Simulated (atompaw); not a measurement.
## An all-electron radial function and its pseudo partner (promethium (Pm))

Columns: radius, all-electron u(r) and pseudo u(r) of the 5d shell (level -13.60 eV) of promethium in the configuration [Kr] 4d10 4f5 5s2 5p6 5d0 6s0 6p0; PBE, scalar-relativistic, PAW (atompaw) scheme, atompaw 4.2.0.5.

```json
{"r (bohr)": "0.115", "all-electron": "0.1675", "pseudo": "0.0004"}
{"r (bohr)": "0.231", "all-electron": "0.0930", "pseudo": "0.0030"}
{"r (bohr)": "0.346", "all-electron": "-0.1374", "pseudo": "0.0098"}
{"r (bohr)": "0.462", "all-electron": "-0.2728", "pseudo": "0.0227"}
{"r (bohr)": "0.577", "all-electron": "-0.2742", "pseudo": "0.0428"}
{"r (bohr)": "0.692", "all-electron": "-0.1873", "pseudo": "0.0709"}
{"r (bohr)": "0.808", "all-electron": "-0.0580", "pseudo": "0.1076"}
{"r (bohr)": "0.923", "all-electron": "0.0798", "pseudo": "0.1517"}
{"r (bohr)": "1.038", "all-electron": "0.2102", "pseudo": "0.2025"}
{"r (bohr)": "1.154", "all-electron": "0.3262", "pseudo": "0.2589"}
{"r (bohr)": "1.269", "all-electron": "0.4229", "pseudo": "0.3180"}
{"r (bohr)": "1.385", "all-electron": "0.5018", "pseudo": "0.3783"}
{"r (bohr)": "1.500", "all-electron": "0.5626", "pseudo": "0.4366"}
{"r (bohr)": "1.615", "all-electron": "0.6079", "pseudo": "0.4908"}
{"r (bohr)": "1.731", "all-electron": "0.6400", "pseudo": "0.5392"}
{"r (bohr)": "1.846", "all-electron": "0.6601", "pseudo": "0.5792"}
{"r (bohr)": "1.962", "all-electron": "0.6706", "pseudo": "0.6103"}
{"r (bohr)": "2.077", "all-electron": "0.6729", "pseudo": "0.6312"}
{"r (bohr)": "2.192", "all-electron": "0.6688", "pseudo": "0.6424"}
{"r (bohr)": "2.308", "all-electron": "0.6593", "pseudo": "0.6444"}
{"r (bohr)": "2.423", "all-electron": "0.6457", "pseudo": "0.6384"}
{"r (bohr)": "2.538", "all-electron": "0.6290", "pseudo": "0.6261"}
{"r (bohr)": "2.654", "all-electron": "0.6097", "pseudo": "0.6088"}
{"r (bohr)": "2.769", "all-electron": "0.5887", "pseudo": "0.5886"}
{"r (bohr)": "2.885", "all-electron": "0.5663", "pseudo": "0.5663"}
{"r (bohr)": "3.000", "all-electron": "0.5432", "pseudo": "0.5432"}
```

**Question.** How many radial nodes do the two functions have?

**Answer.** The all-electron 5d function has n − l − 1 = 2; the pseudo-wave has 0, since the states of the same l below it are removed with the core.

**Question.** Is the pseudo-wave norm-conserving?

**Answer.** No, it belongs to a PAW set: the norm inside the radius is not constrained, and the difference is carried by the augmentation charge.
